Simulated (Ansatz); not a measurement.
C2H9BOSi can be A, `B[SiH2]OCC`, or B, `BCC(O)[SiH3]`.

Computed with Ansatz on PBE0-D4/def2-TZVP structures; ΔE is electronic, products minus reactants. CBS: MP2 limit from def2 TZ/QZ plus the TZ coupled-cluster correction, frozen cores. DFT in def2-TZVPP. B3LYP here is the variant with VWN-RPA as its local correlation; programs differ in this. One conformer a species, not always the lowest.

**Question.** Which is lower in electronic energy at CCSD(T)/CBS, and by how much? (Estimate.)

**Answer.** Computed: A, by 82.7 kJ/mol.

**Question.** Give E(B) − E(A) in kJ/mol with B2PLYP, CCSD/def2-TZVPP, r2SCAN-D4, MP2/def2-TZVPP, PBE-D4, B3LYP-D4, PBE0-D4. (An estimate is asked.)

**Answer.** Ansatz gave: B2PLYP 86.9, CCSD/def2-TZVPP 86.6, r2SCAN-D4 83.1, MP2/def2-TZVPP 79.6, PBE-D4 75.3, B3LYP-D4 85.3, PBE0-D4 79.2. None reverses the order clearly.

Largest T1 diagnostic: 0.011.

From PBE to PBE0 (25 % exact exchange), in def2-TZVPP and without D4, E(B) − E(A) moves by +3.4 kJ/mol. In def2-TZVPP, CCSD(T) changes the Hartree–Fock value by −20.5 kJ/mol (the triples alone add −3.4 kJ/mol) and MP2 by −24.0 kJ/mol.
